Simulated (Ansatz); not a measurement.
Cartesian coordinates (Å):
SMILES: [SiH3]c1cc2ccc(Cl)cc2s1
```xyz
18

Si    -3.6994     0.3206    -0.3619
C     -1.8329     0.2829    -0.2507
C     -1.0594    -0.7953     0.0882
C      0.3473    -0.5185     0.0880
C      1.4309    -1.3665     0.3802
C      2.7246    -0.8823     0.3167
C      2.9560     0.4591    -0.0404
Cl     4.5881     1.0351    -0.1109
C      1.9165     1.3284    -0.3361
C      0.6137     0.8260    -0.2681
S     -0.8576     1.6893    -0.5855
H     -4.2669     1.3247     0.5868
H     -4.1930    -1.0434    -0.0128
H     -4.1411     0.6830    -1.7417
H     -1.4761    -1.7736     0.3353
H      1.2496    -2.4076     0.6573
H      3.5767    -1.5255     0.5400
H      2.1228     2.3636    -0.6102
```
Charge 0, multiplicity 1.

These are Ansatz (a program for electronic structure) with frozen-core CCSD(T)/cc-pVDZ // PBE0-D3(BJ)/def2-SVP values and carry that method's errors. The restricted HF reference is unstable towards unrestricted orbitals.

- HF energy: -1453.00676 Ha
- MP2 correlation energy: -1.40830 Ha

Task: Estimate the CCSD correlation energy, the (T) correction, the total energy and the T1 diagnostic.

Result: 
```yaml
CCSD correlation energy: -1.47123 Ha
"(T) correction": -0.06657 Ha
CCSD(T) total energy: -1454.54456 Ha
T1 diagnostic: 0.012
```
